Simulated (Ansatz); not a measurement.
Input file for Ansatz (a quantum-chemistry and plane-wave program): R-wB97X-V/def2-TZVPP on CH7FOSi2 (SMILES C[SiH](F)O[SiH3]).

Ansatz 0.2 input:
```yaml
crystal:
  periodic: [false, false, false]
  atoms:
    - {symbol: Si, position_ang: [0.58224666, -0.74223020, 0.04586663]}
    - {symbol: O, position_ang: [-0.66281439, 0.29934615, -0.04098856]}
    - {symbol: Si, position_ang: [-2.26312761, 0.54773607, -0.30896381]}
    - {symbol: F, position_ang: [0.71628435, -1.49020605, -1.36881073]}
    - {symbol: C, position_ang: [2.14765340, 0.17688507, 0.39145546]}
    - {symbol: H, position_ang: [0.28173339, -1.79046812, 1.04118692]}
    - {symbol: H, position_ang: [-3.04882072, -0.60380122, 0.19242254]}
    - {symbol: H, position_ang: [-2.50861184, 0.71794232, -1.75755240]}
    - {symbol: H, position_ang: [-2.66517913, 1.77448483, 0.41126590]}
    - {symbol: H, position_ang: [2.08287428, 0.69682450, 1.34953844]}
    - {symbol: H, position_ang: [2.33898974, 0.91904822, -0.38611076]}
    - {symbol: H, position_ang: [2.99887187, -0.50566156, 0.43079038]}
basis:
  gaussian:
    orbitals: def2-TZVPP
hamiltonian:
  xc: {name: wB97X-V}
scf: {lower_state_search: off}
```

Program output:

```
WARN ansatz: RAYON_NUM_THREADS=4 ignored (pool sized by the plan → 4); use --threads N
Functional definition: wB97X-V
these checks for a lower state are left out or cut short: stability, starts, cluster_reference, orbital_swaps, neighbouring_geometries, increment
integrals: 0.32 GiB planned
1482 factors; their error is unknown
integrals: 0.36 GiB planned
344 factors; integrals over basis functions are off by at most 1.2e-5 eV
mean field: 2.41 GiB planned
mean field evaluation 1: about -21667.4573 eV, gradient 6.1e1 eV
mean field evaluation 2: about -21667.6430 eV, gradient 6.3e1 eV
mean field evaluation 4: about -21673.7105 eV, gradient 2.2e0 eV
mean field evaluation 8: about -21673.7325 eV, gradient 2.9e-2 eV
mean field evaluation 16: about -21673.7479 eV, gradient 2.1e-5 eV
mean field -21673.74787395 eV, -796.4955433737 hartree, gradient 9.0e-6 eV, S^2 0.000000; 0 other end points of the search recorded, 0 dependent functions left out
reference -21673.74787150 eV, -796.4955432838 hartree; 29, 29 occupied and 246, 246 virtual orbitals, 1482 factors
Total energy: -21673.74787150 eV, -796.4955432838 hartree
Checks for a lower state left out: stability, starts, cluster_reference, orbital_swaps, neighbouring_geometries, increment
```

The run converged.

Cost: about 10 core-seconds (a rough figure).
